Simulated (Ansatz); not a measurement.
All numbers were calculated with Ansatz.

H₆O₂SiSn, SMILES `O[SiH2][SnH2][OH]` at its PBE0-D4/def2-TZVP geometry, where that method's forces vanish. Total charge 0; spin multiplicity 1. Sn: def2 effective core potential.

```tsv
atom	x (Å)	y (Å)	z (Å)
O1	-0.368	-1.424	-1.673
Si2	-1.145	-0.345	-0.690
Sn3	0.435	0.538	1.154
O4	1.875	1.598	0.305
H5	-0.104	-2.263	-1.294
H6	-2.353	-0.952	-0.059
H7	-1.563	0.770	-1.573
H8	-0.247	1.660	2.242
H9	1.195	-0.731	2.030
H10	2.275	1.149	-0.443
```

Task: For each bond, give half the difference of the two atoms' forces along it (eV/Å; positive pushes the atoms apart) under PBE-D4, r2SCAN-D4, B3LYP-D4, ωB97M-V in def2-TZVPP. (Estimate.)

Result: The calculation gave: 
```tsv
bond	length (Å)	PBE-D4	r2SCAN-D4	B3LYP-D4	ωB97M-V
O1–Si2	1.654	0.33	0.05	0.15	0.17
O1–H5	0.958	0.34	0.02	-0.02	-0.06
Si2–Sn3	2.583	-0.21	-0.04	0.03	-0.04
Si2–H6	1.492	0.02	-0.02	-0.11	-0.14
Si2–H7	1.482	0.07	-0.02	-0.13	-0.15
Sn3–O4	1.978	0.38	0.14	0.29	0.08
Sn3–H8	1.706	0.09	0.00	0.00	-0.07
Sn3–H9	1.719	0.07	0.00	-0.01	-0.08
O4–H10	0.960	0.39	0.04	-0.03	-0.06
```

B3LYP here is the variant with VWN-RPA as its local correlation; programs differ in this.
